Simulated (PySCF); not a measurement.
C₂H₅BO, SMILES B(O)C=C. Coordinates come from a PBE0-D3(BJ)/def2-SVP optimisation. Other conformers were not sampled.

Task: Give the equilibrium geometry at PBE0-D3(BJ)/def2-SVP (PySCF confirms it by a frequency run) as a Z-matrix, and its point group. (The exact figures need the calculation; the answer reports its results.)

Result: This is not unique; one that fits is point group Cs.
```
C
C 1 1.3412
H 2 1.0956 1 122.93
H 2 1.0959 3 116.35 1 180.00
H 1 1.1004 2 117.64 3 0.00
B 1 1.5574 5 121.15 2 180.00
O 6 1.3525 1 123.39 5 0.00
H 7 0.9636 6 113.12 1 0.00
H 6 1.2124 7 115.97 8 180.00
```
